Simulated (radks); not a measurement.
Results of a calculation; reference values are marked as such.
Excited configurations of the cobalt ion Co24+: one electron is placed in a higher orbital outside [He]. The ground configuration is [He] 2s1. Code: a radial shooting solver on a logarithmic mesh with Libxc functionals. Model: Dirac Kohn-Sham, PBEsol, spin-unpolarised, spherical densities, point nucleus; open shells fill j = l - 1/2 first. Excitation = E - E(ground); binding = E(ion) - E, where the ion is the core of charge +25; n* = 25/sqrt(2 binding) in atomic units. These energies are relativistic, and a one-electron ion of charge +25 with no core already has n* below n in this formula (Dirac formula, point nucleus: 2p1/2 1.989, 3s1/2 2.987, 3p1/2 2.987, 4f5/2 3.998, 5p1/2 4.986, 6p1/2 5.985, 6d3/2 5.994, 6f5/2 5.997, 7p1/2 6.985, 7f5/2 6.996). The quantum defect is therefore taken as that value minus n*, so that it holds no relativistic shift of the bare ion.

[
 {"outer orbital": "2p1/2", "excitation (eV)": "51.237", "binding (eV)": "2161.3", "n*": "1.984", "quantum defect": "0.006", "eigenvalue (eV)": "-2106.6", "<r> (bohr)": "0.1952"},
 {"outer orbital": "3s1/2", "excitation (eV)": "1239.2", "binding (eV)": "973.31", "n*": "2.956", "quantum defect": "0.032", "eigenvalue (eV)": "-954.90", "<r> (bohr)": "0.5234"},
 {"outer orbital": "3p1/2", "excitation (eV)": "1252.6", "binding (eV)": "959.96", "n*": "2.976", "quantum defect": "0.011", "eigenvalue (eV)": "-940.16", "<r> (bohr)": "0.4906"},
 {"outer orbital": "4f5/2", "excitation (eV)": "1683.1", "binding (eV)": "529.40", "n*": "4.008", "quantum defect": "-0.010", "eigenvalue (eV)": "-516.42", "<r> (bohr)": "0.7203"},
 {"outer orbital": "5p1/2", "excitation (eV)": "1867.9", "binding (eV)": "344.60", "n*": "4.968", "quantum defect": "0.018", "eigenvalue (eV)": "-338.43", "<r> (bohr)": "1.440"},
 {"outer orbital": "6p1/2", "excitation (eV)": "1973.4", "binding (eV)": "239.14", "n*": "5.963", "quantum defect": "0.022", "eigenvalue (eV)": "-235.01", "<r> (bohr)": "2.094"},
 {"outer orbital": "6d3/2", "excitation (eV)": "1975.1", "binding (eV)": "237.45", "n*": "5.984", "quantum defect": "0.009", "eigenvalue (eV)": "-233.15", "<r> (bohr)": "2.029"},
 {"outer orbital": "6f5/2", "excitation (eV)": "1975.9", "binding (eV)": "236.64", "n*": "5.995", "quantum defect": "0.002", "eigenvalue (eV)": "-232.10", "<r> (bohr)": "1.915"},
 {"outer orbital": "7p1/2", "excitation (eV)": "2036.9", "binding (eV)": "175.62", "n*": "6.959", "quantum defect": "0.026", "eigenvalue (eV)": "-172.67", "<r> (bohr)": "2.867"},
 {"outer orbital": "7f5/2", "excitation (eV)": "2038.4", "binding (eV)": "174.09", "n*": "6.989", "quantum defect": "0.007", "eigenvalue (eV)": "-170.94", "<r> (bohr)": "2.692"}
]

The Delta-SCF ionisation energy is 2212.5 eV (NIST Atomic Spectra Database: 2218.9 eV, theoretical). Self-interaction in the functional shifts the binding energies and quantum defects, so they are the method's values and not measured ones. Spin polarisation and multiplet splitting are left out, so open shells lie too high by an amount that depends on their filling.

Beside tabulated values, note that spin-unpolarised runs miss the spin-polarisation part of the exchange energy of open shells.
